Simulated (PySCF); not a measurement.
Unknown: peak-picked proton spectrum

Formula C6H5F. The spectrum was simulated from the full spin Hamiltonian at 200 MHz with 1.0 Hz Lorentzian lines, from shifts rounded to 0.01 ppm and J to 0.1 Hz, couplings under 1 Hz left out.

```csv
region,integral (H),ppm,Hz,height
1,1,4.956,991.2,47
1,,4.925,985.1,50
2,1,4.695,939.1,47
2,,4.664,932.9,50
3,1,3.876,775.2,3
3,,3.858,771.7,7
3,,3.845,769.0,7
3,,3.841,768.1,5
3,,3.827,765.4,13
3,,3.822,764.3,6
3,,3.814,762.7,6
3,,3.809,761.8,8
3,,3.803,760.6,9
3,,3.796,759.2,8
3,,3.790,758.0,8
3,,3.786,757.1,6
3,,3.777,755.5,6
3,,3.772,754.4,13
3,,3.758,751.7,5
3,,3.754,750.9,7
3,,3.741,748.2,6
3,,3.723,744.6,3
4,2,1.689,337.8,100
4,,1.671,334.2,98
```

PySCF calculation with geometry: GFN2-xTB, spin–spin couplings from B3LYP/pcJ-1 (spin–dipole term only in couplings to heteroatoms) and PBE0/pcSseg-1 with gauge-including orbitals; one conformer, equivalent nuclei averaged, no relativistic terms, in vacuum.

Referencing at the same level of theory: 1H (σref 31.72) vs TMS.

**Question.** Analyse the multiplets.

**Answer.** 1H NMR (200 MHz, computed): δ 4.81 (dd, J = 52.2, 6.2 Hz, 2H), 3.80 (dtt, J = 11.0, 6.2, 3.6 Hz, 1H), 1.68 (d, J = 3.6 Hz, 2H). These are first-order names from the parameters used; overlap and second-order distortion can hide them in the list.

**Question.** What is the compound?

**Answer.** SMILES C#CC(C#C)CF.

Structure with atom numbers: `[CH:1]#[C:2][CH:3]([C:4]#[CH:5])[CH2:6][F:7]`; H(Xn) means a hydrogen on atom n.

- δ 4.81: H(C6), hydrogen on an sp3 CH2 bonded to F, coupled to F7 (52.2 Hz), H(C3) (6.2 Hz).
- δ 3.80: H(C3), hydrogen on a propargylic sp3 CH, coupled to F7 (11.0 Hz), H(C6) (6.2 Hz), H(C1)/H(C5) (3.6 Hz).
- δ 1.68: H(C1)/H(C5), hydrogen on a terminal alkyne carbon, coupled to H(C3) (3.6 Hz).

This is the structure that produced the data.

Splittings below 1 Hz are ignored in the labels, and close J values are merged. Unscaled 3J(H,H) at this level run about 10 % above measured values. Vicinal H,H couplings across rotating CH2–CH2 and CH–CH2 bonds are estimated from the computed gauche and anti values for equal rotamer populations, (2 J gauche + J anti)/3. Vicinal couplings across rotatable single bonds and in flexible rings belong to the one computed conformer; a conformer average would change them.
